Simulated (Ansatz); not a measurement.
Coupled-cluster diagnostics for Li₆ (the lowest singlet isomer of a short search), Ansatz.

Geometry of the singlet (r2SCAN/def2-TZVP):

```xyz
6

Li    0.284    1.220   -0.457
Li   -0.501   -0.775   -2.385
Li    2.447   -0.685   -0.294
Li   -0.285   -1.219    0.456
Li   -2.447    0.683    0.297
Li    0.502    0.776    2.384
```

Correlated methods freeze no core orbitals; core or outer-core shells of Li are correlated, in sets that lack core-valence functions. In CCSD on the charge 0 quintet the largest single amplitude is 0.39, so its Hartree–Fock determinant may place the open shell otherwise than the density functionals do. The geometry of the singlet was relaxed on an unsound state (restricted singlet, unstable towards broken spin symmetry). At PBE0/def2-TZVP a broken-symmetry singlet of charge 0 lies 0.09 eV below the triplet, each at its own geometry. At PBE0/def2-TZVP a broken-symmetry singlet of charge 0 lies 0.86 eV below the quintet, each at its own geometry. The structure comes from a short search, and lower isomers may exist.

Geometry of the charge 0 triplet (r2SCAN/def2-TZVP):

Cartesian coordinates in Å:
```
Li -1.408 0.101 -0.645
Li -0.993 -2.290 1.139
Li 0.812 -1.756 -1.190
Li 0.998 -0.030 1.189
Li -0.527 2.549 0.873
Li 1.119 1.427 -1.365
```

Geometry of the charge 0 quintet (r2SCAN/def2-TZVP):

```xyz
6

Li    1.6152    0.3571   -1.3414
Li    0.4994    1.5517    1.3678
Li   -1.3043    1.4635   -0.8276
Li   -1.6152   -0.3571    1.3413
Li    1.3043   -1.4635    0.8276
Li   -0.4994   -1.5517   -1.3678
```

Estimate the CCSD(T) correlation energy, the shares of MP2 and (T), T1 and the reference's ⟨S²⟩ for: charge 0, singlet, own geometry in def2-TZVPP; charge 0, singlet, own geometry in def2-TZVPD; charge 0, triplet, own geometry in def2-TZVPP; charge 0, quintet, own geometry in def2-TZVPP; charge 1, doublet, vertical in def2-TZVPP; charge -1, doublet, vertical in def2-TZVPD; and the rough time on 4 threads of INTEL XEON PLATINUM 8581C on a shared host.


| state | basis | correlation (eV) | MP2 share (%) | (T) share (%) | T1 | ⟨S²⟩ (pure) | wall time | remarks |
| --- | --- | --- | --- | --- | --- | --- | --- | --- |
| charge 0, singlet, own geometry | def2-TZVPP | -9.008 | 82.8 | 2.8 | 0.010 | 0.00 (0.00) | 2.7 s | restricted SCF unstable |
| charge 0, singlet, own geometry | def2-TZVPD | -8.410 | 82.2 | 2.2 | 0.012 | 0.00 (0.00) | 2.2 s | restricted SCF unstable |
| charge 0, triplet, own geometry | def2-TZVPP | -8.451 | 79.4 | 2.8 | 0.066 | 2.56 (2.00) | 8.5 s | large T1 (0.066), spin-contaminated (⟨S²⟩ 2.56) |
| charge 0, quintet, own geometry | def2-TZVPP | -7.889 | 81.2 | 2.3 | 0.072 | 6.14 (6.00) | 8.5 s | large T1 (0.072), spin-contaminated (⟨S²⟩ 6.14) |
| charge 1, doublet, vertical | def2-TZVPP | -7.819 | 79.8 | 1.9 | 0.086 | 1.66 (0.75) | 8 s | large T1 (0.086), spin-contaminated (⟨S²⟩ 1.66) |
| charge -1, doublet, vertical | def2-TZVPD | -8.778 | 78.8 | 3.6 | 0.089 | 1.72 (0.75) | 7.5 s | large T1 (0.089), spin-contaminated (⟨S²⟩ 1.72) |
Customary marks for T1 are 0.02 (closed shells), 0.045 (open shells) and about 0.05 (3d metals). T1 exceeds 0.02 in 4 of 6 rows and 0.045 in 4; the higher it lies, the less the single-reference result can be trusted.
